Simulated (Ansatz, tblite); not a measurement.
Cost and result up the ladder for the cluster Sr₂S₃ (5 atoms). The state is a singlet with charge 0. Geometry: B3LYP-D4/def2-SVP.

```xyz
5

Sr   -0.528   -1.676    0.532
Sr    0.010    1.503   -1.054
S    -1.630   -0.543   -1.643
S     1.861   -0.091    0.450
S     0.287    0.807    1.715
```

Ansatz on 4 threads of Arm Neoverse V2 on a shared host; xTB runs through tblite on one thread. Times are rough, summed over both states, and most runs start from the orbitals of an earlier one. ωB97X-V/def2-TZVP serves as the yardstick here, not as an exact answer. The other state is a quintet at its own geometry, which has other bonds, so the gap mixes isomer and spin.

In the def2 sets Sr takes a core potential; there is no spin–orbit coupling. The xTB rows come from tblite. Correlated methods freeze 15 core orbitals; core or outer-core shells of Sr are correlated, in sets that lack core-valence functions. At PBE0-D4/def2-TZVP a singlet of charge 0 lies 3.94 eV below the quintet, each at its own geometry. The structure comes from a short search, and lower isomers may exist.

Correlated methods converge slowly with the basis.

xTB has no spin-polarisation term.

```json
{"level": "GFN1-xTB", "functions": "45", "wall time": "0.013 s", "quintet − singlet (eV)": "4.85", "difference from ωB97X-V/def2-TZVP (eV)": "0.17"}
{"level": "GFN2-xTB", "functions": "45", "wall time": "0.025 s", "quintet − singlet (eV)": "2.47", "difference from ωB97X-V/def2-TZVP (eV)": "-2.22"}
{"level": "PBE-D4/def2-TZVP", "functions": "177", "wall time": "5.8 s", "quintet − singlet (eV)": "3.56", "difference from ωB97X-V/def2-TZVP (eV)": "-1.12"}
{"level": "BLYP-D4/def2-TZVP", "functions": "177", "wall time": "6.5 s", "quintet − singlet (eV)": "3.24", "difference from ωB97X-V/def2-TZVP (eV)": "-1.45"}
{"level": "MP2/def2-TZVP", "functions": "177", "wall time": "6.8 s", "quintet − singlet (eV)": "5.02", "difference from ωB97X-V/def2-TZVP (eV)": "0.33"}
{"level": "PBE0-D4/def2-TZVP (with forces)", "functions": "177", "wall time": "12 s", "quintet − singlet (eV)": "3.94", "difference from ωB97X-V/def2-TZVP (eV)": "-0.74"}
{"level": "r2SCAN-D4/def2-TZVP", "functions": "177", "wall time": "16 s", "quintet − singlet (eV)": "3.71", "difference from ωB97X-V/def2-TZVP (eV)": "-0.98"}
{"level": "ωB97X-V/def2-TZVP", "functions": "177", "wall time": "59 s", "quintet − singlet (eV)": "4.68", "difference from ωB97X-V/def2-TZVP (eV)": "0.00"}
```
